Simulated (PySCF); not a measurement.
Part of a log for `F[SiH2]C(F)(F)Br`: ground state, then the species with a core hole.

Level of theory: delta-SCF UKS SCAN, pcX-2 on the ionised atom, pcseg-1 elsewhere, spin-free X2C (PySCF 2.14.0). Atoms in this output count from 0. The cycles run on a coarse integration grid; for E(ground) and E(ion) the exchange–correlation energy is redone on a finer one, so they differ from the last cycle, and only they enter the binding energy.

Coordinates (Å, GFN2-xTB):
```
F     -1.638373    -1.382624    -0.012039
Si    -1.025697     0.093016     0.026718
C      0.901105    -0.150989    -0.031747
F      1.387712    -0.852509     1.006216
F      1.335248    -0.770042    -1.142920
Br     1.767489     1.634411     0.013955
H     -1.390354     0.764456    -1.202038
H     -1.328073     0.673694     1.317290
```

```
ground state, core basis on atom 0 (F), 142 functions
  cycle   1  E = -3227.60438619  |g| = 8.85e-01
  cycle   2  E = -3227.16067371  |g| = 1.87e+00
  cycle   3  E = -3227.73234961  |g| = 8.69e-02
  cycle   4  E = -3227.73335897  |g| = 6.89e-02
  cycle   5  E = -3227.73399052  |g| = 1.68e-02
  cycle   6  E = -3227.73404868  |g| = 5.71e-03
  cycle   7  E = -3227.73405368  |g| = 1.10e-03
  cycle   8  E = -3227.73405451  |g| = 6.46e-04
  cycle   9  E = -3227.73405236  |g| = 1.24e-04
  E(ground) = -3227.90354296 Eh
hole in F 1s of atom 0
  cycle   1  E = -3201.36510239  |g| = 2.58e+00
  cycle   2  E = -3200.92177813  |g| = 2.24e+00
  cycle   3  E = -3202.07843307  |g| = 5.21e-01
  cycle   4  E = -3202.11516551  |g| = 4.53e-01
  ...
  cycle   8  E = -3202.25720262  |g| = 4.45e-03
  cycle   9  E = -3202.25720676  |g| = 8.47e-04
  cycle  10  E = -3202.25720941  |g| = 2.17e-04
  E(ion) = -3202.43403027 Eh   <S^2> = 0.7566   hole on atom = 1.000
```

Task: What is the F 1s binding energy of atom 0?

Result: (-3202.434030 − (-3227.903543)) Eh × 27.2114 eV/Eh = 693.06 eV, for the silicon-bound fluorine.

```
ground state, core basis on atom 1 (Si), 153 functions
  cycle   1  E = -3227.79026740  |g| = 3.05e-01
  cycle   2  E = -3227.78705191  |g| = 1.81e-01
  cycle   3  E = -3227.78759033  |g| = 1.67e-01
  cycle   4  E = -3227.79195383  |g| = 1.31e-02
  cycle   5  E = -3227.79197850  |g| = 4.34e-03
  cycle   6  E = -3227.79197619  |g| = 7.03e-04
  cycle   7  E = -3227.79198046  |g| = 1.77e-04
  E(ground) = -3227.91651398 Eh
hole in Si 1s of atom 1
  cycle   1  E = -3158.79631068  |g| = 4.35e+00
  cycle   2  E = -3156.87755670  |g| = 2.63e+00
  cycle   3  E = -3156.06665686  |g| = 1.97e+00
  cycle   4  E = -3159.40850299  |g| = 1.02e+00
  ...
  cycle   9  E = -3159.84049796  |g| = 1.47e-03
  cycle  10  E = -3159.84049897  |g| = 5.74e-04
  cycle  11  E = -3159.84049682  |g| = 3.22e-04
  E(ion) = -3159.97405932 Eh   <S^2> = 0.7523   hole on atom = 1.000
```

Task: What is the Si 1s binding energy of atom 1?

Result: (-3159.974059 − (-3227.916514)) Eh × 27.2114 eV/Eh = 1848.81 eV, for the fluorine-bound silicon.

```
ground state, core basis on atom 3 (F), 142 functions
  cycle   1  E = -3227.73347661  |g| = 1.19e-01
  cycle   2  E = -3227.73283950  |g| = 8.00e-02
  cycle   3  E = -3227.73300640  |g| = 7.25e-02
  cycle   4  E = -3227.73373215  |g| = 3.95e-03
  cycle   5  E = -3227.73373533  |g| = 1.07e-03
  cycle   6  E = -3227.73373432  |g| = 1.29e-04
  E(ground) = -3227.90128315 Eh
hole in F 1s of atom 3
  cycle   1  E = -3201.33014168  |g| = 2.58e+00
  cycle   2  E = -3200.65621674  |g| = 2.43e+00
  cycle   3  E = -3201.87094702  |g| = 7.90e-01
  cycle   4  E = -3202.04872503  |g| = 5.99e-01
  ...
  cycle   9  E = -3202.23022598  |g| = 7.48e-04
  cycle  10  E = -3202.23022569  |g| = 5.71e-04
  cycle  11  E = -3202.23022624  |g| = 1.20e-04
  E(ion) = -3202.40302425 Eh   <S^2> = 0.7576   hole on atom = 1.000
```

Task: What is the F 1s binding energy of atom 3?

Result: (-3202.403024 − (-3227.901283)) Eh × 27.2114 eV/Eh = 693.84 eV, for the fluorine of a CF2 group.

```
ground state, core basis on atom 2 (C), 142 functions
  cycle   1  E = -3227.70186237  |g| = 7.24e-02
  cycle   2  E = -3227.70129879  |g| = 7.17e-02
  cycle   3  E = -3227.70208348  |g| = 3.48e-02
  cycle   4  E = -3227.70230752  |g| = 5.06e-03
  cycle   5  E = -3227.70231225  |g| = 1.97e-03
  cycle   6  E = -3227.70231671  |g| = 3.88e-04
  E(ground) = -3227.86672732 Eh
hole in C 1s of atom 2
  cycle   1  E = -3216.23649868  |g| = 1.51e+00
  cycle   2  E = -3210.66053035  |g| = 3.53e+00
  cycle   3  E = -3216.09624555  |g| = 1.14e+00
  cycle   4  E = -3216.65475177  |g| = 6.54e-01
  ...
  cycle  11  E = -3216.80998132  |g| = 1.07e-03
  cycle  12  E = -3216.80998294  |g| = 1.06e-03
  cycle  13  E = -3216.80998019  |g| = 1.57e-04
  E(ion) = -3216.97337036 Eh   <S^2> = 0.7882   hole on atom = 1.000
```

Task: What is the C 1s binding energy of atom 2?

Result: (-3216.973370 − (-3227.866727)) Eh × 27.2114 eV/Eh = 296.42 eV, for the CF2 carbon.

The ground state is recomputed for each atom, because the flexible core basis sits on the ionised atom alone; energies of different blocks can't be mixed. Isolated species at its GFN2-xTB geometry (one conformer only).

Conformer computed: `[F:1][SiH2:2][C:3]([F:4])([F:5])[Br:6]`: F1–Si2–C3–F4 -61°.
Labels such as C1 count atoms from 1, the log's own numbers from 0.
